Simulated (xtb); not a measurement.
C4H9O2 (SMILES [CH2]C(O)COC), doublet, at a GFN2-xTB geometry, atoms displaced at random by about 0.05 Å a coordinate. Base run: xtb with GFN1-xTB.

Here is a job for xtb.
```
$ xtb mol.xyz --gfn 1 --uhf 1 --opt --json

# file mol.xyz
15

C     -1.60812512     1.11032600    -0.29891577
C     -1.17933646     0.09190047     0.51844280
O     -1.51351780    -1.26404694     0.16107511
C      0.34218636     0.26568463     0.78564313
O      1.00170139     0.02112754    -0.44242577
C      2.45037257     0.06586596    -0.44591533
H     -2.04883848     0.86835626    -1.29788149
H     -1.71279274     2.02958040    -0.12545849
H     -1.59837347     0.10527173     1.52687463
H     -0.91791675    -1.37409746    -0.70770000
H      0.67003054     1.17876480     1.15005164
H      0.64987597    -0.58704110     1.43486691
H      2.81621179    -0.77474716     0.12890977
H      2.74880677    -0.09250561    -1.48345513
H      2.84440350     0.93668357    -0.11658538
```

Each row names what was changed in the base input (with any setting that the change needs).

| change | ΔE vs base (mEh) | optimiser steps |
|---|---|---|
| base | 0.000 | 11 |
| opt level = extreme | -0.004 | 20 |
| opt level = crude | 0.261 | 5 |
| engine = lbfgs | -0.001 | - |
| opt level = loose | 0.028 | 8 |
| opt level = vtight | -0.004 | 18 |
| alpb = ether | -12.185 | 16 |
| opt level = tight | -0.002 | 13 |
| alpb = acetonitrile | -11.898 | 11 |
| engine = inertial | 0.034 | - |
